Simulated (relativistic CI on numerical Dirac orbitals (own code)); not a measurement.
# One change at a time: Hg⁷⁷⁺

Base calculation: Dirac-Coulomb-Breit CI, orbitals from a KLI potential per configuration, model QED (radiative potential, 1s self-energy scaled to tabulated hydrogen-like ionisation energies), unscaled Slater integrals.

Configurations in the expansion (outside the closed core 1s2): 2s, 2p, 3s, 3p, 3d, 4s, 4p, 4d, 4f, 5s, 5p, 5d, 5f, 5g. Levels of other configurations are missing.

Variants: (1) one mean potential for all configurations. Shifts of the energy above 2s 2S_1/2, in eV, for the lowest level and the first level of each name with at least 55 % of one term (blank where a level changes its place among those of its configuration and J or its character, or is not in the variant):

```csv
Level,Base,Δ(1)
2s 2S_1/2,0.0,0.0
2p 2P°_1/2,222.3,+0.4
2p 2P°_3/2,2373.3,+0.3
3s 2S_1/2,13371.3,-0.2
3p 2P°_1/2,13430.6,-0.2
3p 2P°_3/2,14072.7,-0.1
3d 2D_3/2,14084.8,-0.3
3d 2D_5/2,14260.5,-0.3
4s 2S_1/2,17934.1,-0.3
4p 2P°_1/2,17957.9,-0.2
4p 2P°_3/2,18226.6,-0.3
4d 2D_3/2,18231.8,-0.3
4d 2D_5/2,18306.4,-0.3
4f 2F°_5/2,18306.5,-0.3
4f 2F°_7/2,18342.5,-0.3
5s 2S_1/2,20002.0,-0.3
5p 2P°_1/2,20013.9,-0.3
5p 2P°_3/2,20150.2,-0.3
5d 2D_3/2,20152.9,-0.3
5d 2D_5/2,20191.2,-0.3
5f 2F°_5/2,20191.2,-0.3
5g 2G_7/2,20209.7,-0.3
```

At this charge energies of transitions that change n are usually good to better than 1 %, and those within a shell (Δn = 0) to a few per cent.

Ionisation energy from the two ground configurations alone: base 23542.4 eV. The NIST ASD value (theoretical) is 23544.1 eV.
